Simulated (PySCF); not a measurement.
Simulation results for CH6AlFSi

All values are calculated (PySCF 2.14.0). Calculation on a computer-drawn molecule: the log of a Hartree-Fock and frozen-core CCSD(T) single point meant for a local Hartree-Fock minimum, with one planted fault or none, to be diagnosed. Offsets are logged minus clean, where the clean run is the same molecule without the fault. The reference is restricted for singlets and unrestricted otherwise, and also for a bond in bohr or an excited solution. Adding or removing an electron swaps singlet and doublet. The excited solution moves the top pair (singlet) or top alpha electron (doublet) to the lowest empty orbital. Highest occupied and lowest empty are orbital energies over both spins, largest force is the largest gradient component, triples share is (T) over the correlation energy, the T1 limit is 0.02 restricted and 0.045 unrestricted, electrons count all cores, a negative frequency is imaginary (commonest isotopes), and the dipole is about the centre of nuclear charge.

Entry: CH6AlFSi

Logged structure:
```xyz
10
CH6AlFSi
F      2.3817    -2.2901     0.8557
Al     1.8688    -0.7940     0.2681
C      2.4652     0.8326     1.2299
Si     1.4223     1.4265     2.7226
H      0.9463    -0.8197    -1.0364
H      2.5102     1.6749     0.4962
H      3.5055     0.6573     1.5991
H     -0.0020     1.6941     2.2912
H      1.3913     0.3692     3.7998
H      1.9797     2.6973     3.3158
```

| Quantity | Value |
| --- | --- |
| meant charge | 0 |
| meant multiplicity | 1 |
| meant basis | cc-pV(D+d)Z |
| logged electrons | 48 |
| logged basis functions | 104 |
| logged SCF converged | yes |
| logged spin squared | 0 |
| logged highest occupied | -11.272 eV |
| logged lowest empty | 1.6285 eV |
| logged largest force | 0.014454 hartree/bohr |
| logged T1 diagnostic | 0.01266 |
| logged D1 diagnostic | 0.036292 |
| logged triples share | 0.022029 |
| logged CC converged | yes |
| logged dipole magnitude | 2.0871 debye |
| logged SCF stable within its kind | yes |
| logged energy HF | -671.73994 hartree |
| logged energy CCSD(T) | -672.30346 hartree |
| possible faults | no fault, one electron removed, one electron added, multiplicity raised by two, geometry at a saddle point, SCF held on an excited solution, minimal basis STO-3G, one bond length entered in bohr, all coordinates scaled |
| planted fault | all coordinates scaled, by +1.8 % |
| HF energy offset from clean run | 1.699 kcal/mol |
| CCSD(T) energy offset from clean run | 0.4252 kcal/mol |

Drawn bonds:
```tsv
atom	other atom	order
1	2	1
2	3	1
3	4	1
2	5	1
3	6	1
3	7	1
4	8	1
4	9	1
4	10	1
```
